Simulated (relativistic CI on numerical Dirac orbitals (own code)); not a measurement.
**What each ingredient does to the levels of Eu²⁷⁺**

Base calculation: Dirac-Coulomb-Breit CI, separate exchange-only KLI orbitals for each configuration, model QED, unscaled Slater integrals.

Configurations in the expansion (outside the closed core [Ar] 3d10): 4s²4p⁶, 4s²4p⁵4d, 4s4p⁶4d, 4s²4p⁵4f, 4s4p⁶4f, 4s²4p⁵5s, 4p⁶4d4f, 4s²4p⁵5p, 4p⁶4d², 4p⁵4d³, 4p⁵4d²4f, 4p⁵4d²5s, 4p⁵4d²5p, 4p⁶4f², 4p⁵4d4f², 4p⁵4f³, 4p⁵4f²5s, 4p⁵4f²5p. Double excitations out of closed p, d and f shells are left out; levels of such configurations are missing from the list, as are those of other unlisted configurations, and high levels can miss mixing partners.

The lowest level and the first level of each name with at least 55 % of one term (blank where a level has no safe partner in the second run):

| Level | Base (cm⁻¹) | Shift (cm⁻¹) |
| --- | --- | --- |
| 4s²4p⁶ ¹S0 | 0 | 0 |
| 4s²4p⁵4d ³P°0 | 889669 | -470 |
| 4s²4p⁵4d ³P°1 | 912670 | -468 |
| 4s²4p⁵4d ³F°3 | 936864 | +1631 |
| 4s²4p⁵4d ³F°4 | 975736 | +2618 |
| 4s²4p⁵4d ³D°3 | 1028464 | -227 |
| 4s²4p⁵4d ³D°1 | 1108455 | -451 |
| 4s²4p⁵4d ³F°2 | 1230233 | +2022 |
| 4s²4p⁵4d ¹P°1 | 1404677 | -384 |
| 4s4p⁶4d ³D1 | 1862883 | +38749 |
| 4s4p⁶4d ³D2 | 1883844 | +33045 |
| 4s4p⁶4d ³D3 | 1932318 | +31942 |
| 4s4p⁶4d ¹D2 | 2015150 | +8432 |
| 4s²4p⁵4f ³G5 | 2141212 | -177 |

At this charge energies of transitions that change n are usually good to better than 1 %, and those within a shell (Δn = 0) to a few per cent.

Q: One thing was changed in a second run, which moved the levels as shown. Which?
A. Breit term removed
B. configuration mixing switched off
C. QED terms removed

A: B. Configuration mixing switched off. Without mixing, levels that were pushed by configurations of the same parity and J return to their single-configuration places.

LS names give the leading component of a level, which can be under half, so a name can repeat, a term be missing and a line seem to break the LS rules.
